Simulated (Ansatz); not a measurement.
Gas-phase electronic energies from Ansatz, PBE0-D4/def2-TZVP geometries. CBS: MP2 limit from def2 TZ/QZ plus the TZ coupled-cluster correction, frozen cores. This one scheme is used for every species. Functionals use def2-TZVPP. Each species was taken in one conformer, which may not be the lowest.

Reaction (cleavage of the Si–B bond): `[SiH3][SiH2]BCl` + `OBCl` → `[SiH3][SiH2]OBCl` + `BCl`

**Question.** Is it downhill or uphill in electronic energy at CCSD(T)/CBS, and by how much? (Estimate.)

**Answer.** Ansatz gave: Downhill: ΔE = -85.6 kJ/mol.

**Question.** What do these levels give: PBE0-D4, r2SCAN, PBE0, HF/def2-TZVPP, MP2/def2-TZVPP, SCS-MP2/def2-TZVPP, CCSD(T)/def2-TZVPP, MP2/def2-QZVPP, SCS-MP2/def2-QZVPP, HF/CBS(def2), MP2/CBS(def2), CCSD/CBS(def2)? (Estimate.)

**Answer.** The calculation gave: PBE0-D4 -70.0, r2SCAN -77.3, PBE0 -69.6, HF/def2-TZVPP -111.6, MP2/def2-TZVPP -91.0, SCS-MP2/def2-TZVPP -96.2, CCSD(T)/def2-TZVPP -85.7, MP2/def2-QZVPP -91.8, SCS-MP2/def2-QZVPP -96.8, HF/CBS(def2) -114.2, MP2/CBS(def2) -91.0, CCSD/CBS(def2) -89.3 kJ/mol.

Largest T1 diagnostic among the species: 0.014.

In def2-TZVPP, CCSD(T) changes the Hartree–Fock value by +26.0 kJ/mol (the triples alone add +3.7 kJ/mol) and MP2 by +20.6 kJ/mol. From PBE to PBE0 (25 % exact exchange), in def2-TZVPP and without D4, ΔE moves by −8.3 kJ/mol.
